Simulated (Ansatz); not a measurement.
The cluster Ge₃Te₃ (the lowest singlet isomer of a short search). Total charge 0; singlet. Geometry r2SCAN-D4/def2-SVP, basis def2-TZVP, Ansatz.

Cartesian coordinates in Å:
```
Ge 0.706 0.091 -1.397
Ge 1.330 -1.183 1.810
Ge -1.744 1.811 0.429
Te 0.821 -2.382 -0.362
Te -1.964 0.273 -1.574
Te 0.851 1.391 1.094
```

```tsv
run	HOMO (eV)	LUMO (eV)
A	-6.15	-2.90
B	-5.62	-3.49
C	-5.40	-3.43
D	-8.12	-1.19
E	-5.80	-3.25
F	-6.30	-2.95
```

In the def2 sets Te takes a core potential; there is no spin–orbit coupling. LC-ωPBE has ω = 0.4 bohr⁻¹. HSE06 is defined as in plane-wave codes, on full-range PBE exchange. Another isomer (singlet) lies 0.08 eV lower at PBE0-D4/def2-TZVP; other spin states weren't run for this one.

**Question.** The runs used HSE06, LC-ωPBE, PBE, PBE0, r2SCAN, r2SCAN0. Estimate which is which.

**Answer.** A PBE0 (25 % exact exchange); B r2SCAN (0 % exact exchange); C PBE (0 % exact exchange); D LC-ωPBE (range-separated); E HSE06 (range-separated); F r2SCAN0 (25 % exact exchange). Exact exchange lowers occupied and raises empty levels; among semilocal functionals meta-GGAs tend to open the gap a little, and such runs are hard to tell apart. The gap grows from 1.97 eV (PBE) to 6.93 eV (LC-ωPBE).
